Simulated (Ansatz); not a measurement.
`C#Cc1ccc(C#Cc2ccc(C#Cc3ccc(C#Cc4ccc(C#Cc5ccc(C#Cc6ccccc6)cc5)cc4)cc3)cc2)cc1`. The state is a triplet with charge 0. Geometry r2SCAN-D4/def2-SVP, that of the neutral singlet; atoms count from 1.

Cartesian coordinates in Å:
```
C 9.046 4.339 -18.102
C 8.521 4.096 -17.030
C 7.907 3.812 -15.777
C 6.552 4.139 -15.548
C 5.953 3.863 -14.327
C 6.685 3.245 -13.286
C 6.074 2.961 -12.039
C 5.544 2.714 -10.961
C 4.931 2.427 -9.717
C 3.610 2.858 -9.444
C 3.010 2.577 -8.226
C 3.702 1.849 -7.229
C 3.087 1.557 -5.987
C 2.553 1.303 -4.913
C 1.935 1.005 -3.674
C 0.658 1.529 -3.358
C 0.050 1.235 -2.146
C 0.692 0.401 -1.198
C 0.069 0.096 0.037
C -0.473 -0.172 1.104
C -1.100 -0.484 2.335
C -0.547 -1.453 3.205
C -1.165 -1.764 4.408
C -2.362 -1.115 4.795
C -2.995 -1.434 6.022
C -3.545 -1.713 7.082
C -4.181 -2.036 8.305
C -5.271 -1.268 8.780
C -5.895 -1.586 9.978
C -5.458 -2.688 10.752
C -6.098 -3.015 11.973
C -6.652 -3.298 13.029
C -7.295 -3.628 14.252
C -6.974 -4.824 14.934
C -7.609 -5.143 16.133
C -8.570 -4.281 16.675
C -8.893 -3.092 16.010
C -8.267 -2.764 14.809
C -4.368 -3.456 10.277
C -3.742 -3.136 9.081
C -2.914 -0.143 3.926
C -2.298 0.164 2.722
C 1.969 -0.123 -1.514
C 2.577 0.174 -2.725
C 5.023 1.418 -7.501
C 5.625 1.703 -8.719
C 8.042 2.917 -13.517
C 8.640 3.196 -14.738
H 9.509 4.553 -19.047
H 5.978 4.615 -16.347
H 4.904 4.119 -14.158
H 3.066 3.419 -10.208
H 1.990 2.914 -8.026
H 0.152 2.171 -4.084
H -0.936 1.645 -1.912
H 0.378 -1.959 2.916
H -0.730 -2.516 5.071
H -5.617 -0.416 8.190
H -6.735 -0.986 10.336
H -6.224 -5.495 14.506
H -7.353 -6.073 16.649
H -9.065 -4.534 17.617
H -9.643 -2.415 16.430
H -8.517 -1.837 14.286
H -4.023 -4.309 10.866
H -2.901 -3.735 8.724
H -3.838 0.363 4.216
H -2.734 0.914 2.058
H 2.473 -0.767 -0.789
H 3.564 -0.235 -2.958
H 5.567 0.856 -6.738
H 6.645 1.366 -8.919
H 8.617 2.441 -12.719
H 9.689 2.940 -14.908
```

Single mean-field runs in def2-SVP are fitted with def2-universal-jkfit. At PBE0-D4/def2-SVP a singlet of charge 0 lies 2.29 eV below the triplet at the same geometry.

Question: Estimate the Mulliken populations of the heavy atoms from the PBE0/def2-SVP orbitals of Ansatz.

Answer: 
```json
{"atom": "C1", "charge (e)": "-0.41", "spin (α − β)": "0.04"}
{"atom": "C2", "charge (e)": "0.33", "spin (α − β)": "-0.02"}
{"atom": "C3", "charge (e)": "-0.07", "spin (α − β)": "0.06"}
{"atom": "C4", "charge (e)": "0.02", "spin (α − β)": "-0.03"}
{"atom": "C5", "charge (e)": "0.01", "spin (α − β)": "0.05"}
{"atom": "C6", "charge (e)": "-0.07", "spin (α − β)": "-0.04"}
{"atom": "C7", "charge (e)": "-0.01", "spin (α − β)": "0.13"}
{"atom": "C8", "charge (e)": "-0.01", "spin (α − β)": "-0.08"}
{"atom": "C9", "charge (e)": "-0.07", "spin (α − β)": "0.19"}
{"atom": "C10", "charge (e)": "0.01", "spin (α − β)": "-0.08"}
{"atom": "C11", "charge (e)": "0.01", "spin (α − β)": "0.13"}
{"atom": "C12", "charge (e)": "-0.07", "spin (α − β)": "-0.04"}
{"atom": "C13", "charge (e)": "0.00", "spin (α − β)": "0.27"}
{"atom": "C14", "charge (e)": "-0.01", "spin (α − β)": "-0.03"}
{"atom": "C15", "charge (e)": "-0.07", "spin (α − β)": "0.28"}
{"atom": "C16", "charge (e)": "0.01", "spin (α − β)": "0.03"}
{"atom": "C17", "charge (e)": "0.01", "spin (α − β)": "0.06"}
{"atom": "C18", "charge (e)": "-0.08", "spin (α − β)": "0.25"}
{"atom": "C19", "charge (e)": "-0.01", "spin (α − β)": "0.01"}
{"atom": "C20", "charge (e)": "0.00", "spin (α − β)": "0.26"}
{"atom": "C21", "charge (e)": "-0.07", "spin (α − β)": "-0.02"}
{"atom": "C22", "charge (e)": "0.01", "spin (α − β)": "0.13"}
{"atom": "C23", "charge (e)": "0.01", "spin (α − β)": "-0.08"}
{"atom": "C24", "charge (e)": "-0.07", "spin (α − β)": "0.22"}
{"atom": "C25", "charge (e)": "-0.01", "spin (α − β)": "-0.09"}
{"atom": "C26", "charge (e)": "-0.01", "spin (α − β)": "0.16"}
{"atom": "C27", "charge (e)": "-0.07", "spin (α − β)": "-0.05"}
{"atom": "C28", "charge (e)": "0.01", "spin (α − β)": "0.06"}
{"atom": "C29", "charge (e)": "0.01", "spin (α − β)": "-0.04"}
{"atom": "C30", "charge (e)": "-0.07", "spin (α − β)": "0.07"}
{"atom": "C31", "charge (e)": "-0.01", "spin (α − β)": "-0.03"}
{"atom": "C32", "charge (e)": "-0.02", "spin (α − β)": "0.05"}
{"atom": "C33", "charge (e)": "-0.08", "spin (α − β)": "-0.01"}
{"atom": "C34", "charge (e)": "0.01", "spin (α − β)": "0.02"}
{"atom": "C35", "charge (e)": "-0.02", "spin (α − β)": "-0.01"}
{"atom": "C36", "charge (e)": "-0.01", "spin (α − β)": "0.02"}
{"atom": "C37", "charge (e)": "-0.02", "spin (α − β)": "-0.01"}
{"atom": "C38", "charge (e)": "0.01", "spin (α − β)": "0.02"}
{"atom": "C39", "charge (e)": "0.01", "spin (α − β)": "-0.04"}
{"atom": "C40", "charge (e)": "0.01", "spin (α − β)": "0.06"}
{"atom": "C41", "charge (e)": "0.01", "spin (α − β)": "-0.08"}
{"atom": "C42", "charge (e)": "0.01", "spin (α − β)": "0.13"}
{"atom": "C43", "charge (e)": "0.01", "spin (α − β)": "0.06"}
{"atom": "C44", "charge (e)": "0.01", "spin (α − β)": "0.03"}
{"atom": "C45", "charge (e)": "0.01", "spin (α − β)": "0.13"}
{"atom": "C46", "charge (e)": "0.01", "spin (α − β)": "-0.08"}
{"atom": "C47", "charge (e)": "0.01", "spin (α − β)": "0.05"}
{"atom": "C48", "charge (e)": "0.02", "spin (α − β)": "-0.03"}
```
Mulliken values and Mayer orders depend strongly on the basis.

Question: Where does the spin sit?

Answer: Summed by element: C 2.04, H -0.04, of 2 unpaired in all. Largest on single atoms: C15 0.28, C13 0.27, C20 0.26.

Question: And the Mayer bond orders between bonded heavy atoms (over 0.3, the first 40 of 53)?

Answer: C1–C2 2.48 (1.22 Å); C2–C3 1.02 (1.42 Å); C3–C4 1.33 (1.41 Å); C3–C48 1.33 (1.41 Å); C4–C5 1.41 (1.39 Å); C5–C6 1.32 (1.41 Å); C6–C7 1.04 (1.42 Å); C6–C47 1.32 (1.41 Å); C7–C8 2.53 (1.23 Å); C8–C9 1.06 (1.42 Å); C9–C10 1.28 (1.42 Å); C9–C46 1.28 (1.42 Å); C10–C11 1.45 (1.39 Å); C11–C12 1.26 (1.42 Å); C12–C13 1.13 (1.42 Å); C12–C45 1.26 (1.42 Å); C13–C14 2.34 (1.23 Å); C14–C15 1.19 (1.42 Å); C15–C16 1.17 (1.42 Å); C15–C44 1.17 (1.42 Å); C16–C17 1.55 (1.39 Å); C17–C18 1.17 (1.42 Å); C18–C19 1.22 (1.42 Å); C18–C43 1.17 (1.42 Å); C19–C20 2.31 (1.23 Å); C20–C21 1.16 (1.42 Å); C21–C22 1.24 (1.42 Å); C21–C42 1.24 (1.42 Å); C22–C23 1.47 (1.39 Å); C23–C24 1.26 (1.42 Å); C24–C25 1.08 (1.42 Å); C24–C41 1.26 (1.42 Å); C25–C26 2.51 (1.23 Å); C26–C27 1.05 (1.42 Å); C27–C28 1.31 (1.42 Å); C27–C40 1.31 (1.42 Å); C28–C29 1.42 (1.39 Å); C29–C30 1.32 (1.42 Å); C30–C31 1.03 (1.42 Å); C30–C39 1.32 (1.42 Å).
